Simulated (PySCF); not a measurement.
# UHF on Br⁺ (bromine, charge +1)

Configuration: [Ar] 3d10 4s2 4p4, high-spin 3P determinant. Computed with PySCF 2.14 in aug-cc-pVDZ-DK, with the spin-free X2C one-electron Hamiltonian (Gaussian nucleus).

```
Total energy                                                  : -2603.903970 hartree
One-electron energy                                           : -3608.3477 hartree
Hartree (Coulomb) energy                                      : 1095.3638 hartree
Exchange energy                                               : -90.9201 hartree
⟨S²⟩                                                          : 2.0064
⟨L²⟩                                                          : 2.020
Sum of ⟨r⟩                                                    : 23.01 bohr
Sum of ⟨r²⟩                                                   : 31.80 bohr²
Traceless quadrupole moment −½Σ⟨3z² − r²⟩ along its main axis : -1.99 e·bohr²
Langevin diamagnetic susceptibility                           : -25.2 ×10⁻⁶ cm³/mol
Time after the integrals                                      : 0.18 s of wall time on 1 thread of Neoverse-N1 (shared host)
```

```tsv
shell	electrons	mean orbital energy (eV)	spread (eV)	rms radius, mean of both spins (bohr)
1s α	1	-13567.7	0	0.0492
1s β	1	-13567.4	0	0.0492
2s α	1	-1837.2	0	0.205
2s β	1	-1837.0	0	0.205
2p α	3	-1616.9	0.230	0.183
2p β	3	-1616.6	0.098	0.183
3s α	1	-288.96	0	0.588
3s β	1	-288.44	0	0.588
3p α	3	-216.98	0.741	0.607
3p β	3	-216.29	0.046	0.607
3d α	5	-97.147	0.712	0.651
3d β	5	-96.770	0.404	0.651
4s α	1	-40.671	0	1.78
4s β	1	-34.555	0	1.78
4p α	3	-23.550	1.909	2.13
4p β	1	-20.975	0	2.13
```

Densities and radii are taken from the X2C orbitals without a picture-change correction, which distorts them close to the nucleus.
